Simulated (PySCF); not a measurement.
C5H6BF3O2.
Numbering: `[F:1][C:2]([F:3])=[C:4]([F:5])[C@H:6]1[CH2:7][CH2:8][O:9][BH:10][O:11]1` (hydrogens: H12 on C6; H13, H14 on C7; H15, H16 on C8; H17 on B10)

The calculation used PBE0-D3(BJ)/def2-SVP geometry optimisation, gas phase in PySCF 2.14.0.

Problem. Give the optimised bond lengths and angles.

Solution. 
```tsv
bond	length (Å)	order
F1–C2	1.311	single
C2–F3	1.306	single
C2=C4	1.332	double
C4–F5	1.335	single
C4–C6	1.499	single
C6–C7	1.525	single
C7–C8	1.515	single
C8–O9	1.412	single
O9–B10	1.356	single
B10–O11	1.363	single
C6–O11	1.414	single
C6–H12	1.105	single
C7–H13	1.101	single
C7–H14	1.102	single
C8–H15	1.105	single
C8–H16	1.101	single
B10–H17	1.204	single
```

Orders are formal, as drawn. A selection of angles:
```tsv
angle	degrees
F1–C2–F3	112.3
F1–C2–C4	122.9
F3–C2–C4	124.8
C2–C4–F5	118.9
C2–C4–C6	125.0
F5–C4–C6	116.1
C4–C6–C7	113.1
C4–C6–O11	109.7
C4–C6–H12	105.0
C7–C6–O11	110.6
C7–C6–H12	109.4
O11–C6–H12	108.8
C6–C7–C8	109.9
C6–C7–H13	109.9
C6–C7–H14	108.8
C8–C7–H13	110.9
C8–C7–H14	109.7
H13–C7–H14	107.5
C7–C8–O9	111.2
C7–C8–H15	110.6
C7–C8–H16	110.8
O9–C8–H15	109.0
O9–C8–H16	107.9
H15–C8–H16	107.2
C8–O9–B10	120.1
O9–B10–O11	122.9
O9–B10–H17	118.9
O11–B10–H17	118.2
C6–O11–B10	121.0
```

Torsions: F1–C2–C4–F5 -179° (antiperiplanar); C2–C4–C6–C7 -72° (synclinal); C4–C6–C7–C8 175° (antiperiplanar); C6–C7–C8–O9 -53° (synclinal); C7–C8–O9–B10 28° (synperiplanar); C8–O9–B10–O11 1° (synperiplanar); O9–B10–O11–C6 -2° (synperiplanar); C4–C6–O11–B10 -150°.

The 4 C–C bonds span 1.332 Å (C2=C4, drawn double) to 1.525 Å (C6–C7, drawn single), a spread of 0.193 Å. The 3 C–F bonds span 1.306 Å (C2–F3, drawn single) to 1.335 Å (C4–F5, drawn single), a spread of 0.029 Å. Of the pairs four or more bonds apart, F1···O11 is among the closest relative to their van der Waals radii: 2.90 Å, 97 % of the sum of Bondi's values. B10 (three-coordinate boron) is planar (angles 122.9°, 118.9° and 118.2°, sum 360.0°, 0.00 Å off the plane of its three neighbours). The 6-membered ring C6–C7–C8–O9–B10–O11 has internal angles of 109.9° to 122.9° (sum 696°, against 720° for a flat polygon); it is puckered, 0.19 Å rms from its mean plane, widest ring torsion 53°.

Point group: C1 (no symmetry element, even within 0.4 Å). Stationary, but not proved a minimum. The numbers are those of one conformer.
